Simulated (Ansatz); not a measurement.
Two isomers of C3H9FSi: A = `CC([SiH3])CF`, B = `C[SiH2]C(C)F`.

Calculated with Ansatz (gas phase, PBE0-D4/def2-TZVP geometries, no zero-point term in ΔE). CCSD(T)/CBS is the MP2 limit (def2-TZVPP, def2-QZVPP) plus CCSD(T) − MP2 in def2-TZVPP, frozen cores. DFT in def2-TZVPP. B3LYP here is the variant with VWN-RPA as its local correlation; programs differ in this. One conformer a species, not always the lowest.

Which is lower in electronic energy at CCSD(T)/CBS, and by how much? (Estimate.)

Computed: B, by 32.8 kJ/mol.

Give E(B) − E(A) in kJ/mol with PBE-D4, r2SCAN-D4, MP2/def2-TZVPP, B3LYP-D4, LDA (SPW92), BLYP-D4, HF/def2-TZVPP. (Best estimate.)

The calculation gave: PBE-D4 -36.7, r2SCAN-D4 -37.9, MP2/def2-TZVPP -29.4, B3LYP-D4 -36.1, LDA (SPW92) -32.3, BLYP-D4 -37.5, HF/def2-TZVPP -30.1. None reverses the order clearly.

Does the order hold for the free energy at 298.15 K (harmonic terms from PBE0-D4)? (An estimate is asked.)

Ansatz gave: Yes: G(B) − G(A) = -34.0 kJ/mol, for one conformer each.

Largest T1 diagnostic: 0.011.

At CCSD(T), def2-SVP lies +18.1 kJ/mol from the extrapolated value and def2-TZVPP +3.4 kJ/mol. From BLYP to BHLYP (50 % exact exchange), in def2-TZVPP and without D4, E(B) − E(A) moves by +6.0 kJ/mol.
